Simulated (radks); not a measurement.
Excited configurations of Pt IV: one electron is placed in a higher orbital outside [Xe] 4f14 5d6. The ground configuration is [Xe] 4f14 5d7. Calculated with a radial shooting solver on a logarithmic mesh with Libxc functionals: scalar-relativistic Kohn-Sham, PBE, spin-polarised, spherical densities, point nucleus; open shells are filled with parallel spins first (spin-orbit coupling, left out, can overturn this in heavy ions). Excitation = E - E(ground); binding = E(ion) - E, where the ion is the core of charge +4; n* = 4/sqrt(2 binding) in atomic units, and the quantum defect is n - n*.

| outer orbital | excitation (eV) | binding (eV) | n* | quantum defect | eigenvalue (eV) | <r> (bohr) |
|---|---|---|---|---|---|---|
| 5f | 28.380 | 15.694 | 3.724 | 1.276 | -12.738 | 3.560 |
| 6p | 14.482 | 29.591 | 2.712 | 3.288 | -25.806 | 2.733 |
| 7s | 25.049 | 19.024 | 3.383 | 3.617 | -17.065 | 4.482 |
| 7p | 28.392 | 15.682 | 3.726 | 3.274 | -14.021 | 5.213 |
| 7d | 32.687 | 11.387 | 4.372 | 2.628 | -10.084 | 6.761 |

The Delta-SCF ionisation energy is 44.074 eV (NIST Atomic Spectra Database: 43 eV, theoretical). Self-interaction in the functional shifts the binding energies and quantum defects, so they are the method's values and not measured ones. Open shells are spherical and high-spin; term and fine-structure splittings are not resolved. Spin-orbit splitting is averaged out at the scalar-relativistic level.
